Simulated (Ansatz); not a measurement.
`[NH2][Sc]([OH])[O][SiH3]` and `C[O][Sc]([NH2])[OH]` differ in one element.

Ansatz, PBE0-D4/def2-TZVP geometries, multiplicity 1. Each molecule was computed in one conformer, which needn't be the lowest.

Scalar relativity is left out up to krypton.

```csv
property,`[NH2][Sc]([OH])[O][SiH3]`
HOMO energy (PBE/def2-TZVPP) / eV,-5.78
LUMO energy (PBE/def2-TZVPP) / eV,-2.43
HOMO energy (ωB97M-V/def2-TZVPP) / eV,-9.48
HOMO–LUMO gap (B3LYP/def2-TZVPP) / eV,4.97
HOMO–LUMO gap (PBE0/def2-TZVPP) / eV,5.56
LUMO energy (ωB97M-V/def2-TZVPP) / eV,-0.10
```

**Question.** What does the change do to each property? (Estimate.)

**Answer.** The calculation gave: 
```tsv
property	`C[O][Sc]([NH2])[OH]`	shift
HOMO energy (PBE/def2-TZVPP) / eV	-5.42	0.36
LUMO energy (PBE/def2-TZVPP) / eV	-2.10	0.33
HOMO energy (ωB97M-V/def2-TZVPP) / eV	-9.14	0.34
HOMO–LUMO gap (B3LYP/def2-TZVPP) / eV	4.94	-0.03
HOMO–LUMO gap (PBE0/def2-TZVPP) / eV	5.53	-0.03
LUMO energy (ωB97M-V/def2-TZVPP) / eV	0.16	0.26
```

B3LYP here is the variant with VWN-RPA as its local correlation; programs differ in this.
